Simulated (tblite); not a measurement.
CH14N2OSi4.
Numbering: `[CH3:1][SiH2:2][Si@:3]([NH2:4])([OH:5])[N:6]([SiH3:7])[SiH3:8]` (hydrogens: H9, H10, H11 on C1; H12, H13 on Si2; H14, H15 on N4; H16 on O5; H17, H18, H19 on Si7; H20, H21, H22 on Si8)

The geometry is computed with GFN2-xTB (gas phase).

**Question.** Give the optimised bond lengths and angles.

**Answer.** 
```tsv
bond	length (pm)	order
C1–Si2	190.9	single
Si2–Si3	230.0	single
Si3–N4	173.7	single
Si3–O5	162.9	single
Si3–N6	175.7	single
N6–Si7, N6–Si8	173.4	single
C1–H9, C1–H10, C1–H11	108.6	single
Si2–H12	147.4	single
Si2–H13	147.8	single
N4–H14, N4–H15	100.7	single
O5–H16	95.4	single
Si7–H17 and 4 like bonds	146.4	single
Si7–H19	147.1	single
```

Bonds in one row agree within 1 pm and their mean is given. Orders are formal, as drawn. A selection of angles:
```tsv
angle	degrees
C1–Si2–Si3	110.3
Si2–Si3–N4	121.5
Si2–Si3–O5	102.6
Si2–Si3–N6	111.3
N4–Si3–O5	106.3
N4–Si3–N6	104.2
O5–Si3–N6	110.8
Si3–N6–Si7	118.4
Si3–N6–Si8	119.8
Si7–N6–Si8	121.6
H14–N4–Si3	117.6
H15–N4–Si3	117.8
H16–O5–Si3	119.8
```

Dihedral angles: C1–Si2–Si3–N4 30°; Si2–Si3–N6–Si7 106° (anticlinal); H16–O5–Si3–Si2 -178° (antiperiplanar).

Si3 (oxygen-bound silicon) is distorted tetrahedral (angles from 102.6° to 121.5°). O5 (silanol oxygen) is bent (angle 119.8°). Of the pairs four or more bonds apart, Si8···H15 is among the closest relative to their van der Waals radii: 2.98 Å, 90 % of the sum of Bondi's values. N6 (nitrogen bridging silicon atoms) is planar (angles 121.6°, 119.8° and 118.4°, sum 359.8°, 0.04 Å off the plane of its three neighbours). The N–Si distances run from 1.732 Å (N6–Si8, drawn single) to 1.757 Å (Si3–N6, drawn single), a spread of 0.025 Å. N4 (silicon-bound nitrogen) is pyramidal (angles 117.8°, 117.6° and 109.6°, sum 344.9°, 0.27 Å off the plane of its three neighbours). Si2 (SiH2 silicon) is distorted tetrahedral (angles from 104.8° to 114.9°).

Point group: C1 (no symmetry element, even within 0.4 Å). Its lowest GFN2-xTB frequency is 15i cm⁻¹, too small to tell a flat minimum from a shallow saddle. The numbers are those of one conformer (C1–Si2–Si3–N4 30°, Si2–Si3–N4–H -55° and 79°, Si2–Si3–O5–H -178°, Si2–Si3–N6–Si7 106°). 3 starts were optimised and ended at 0.00, 1.28 and 2.67 kcal/mol (GFN2-xTB); the lowest of these is shown.
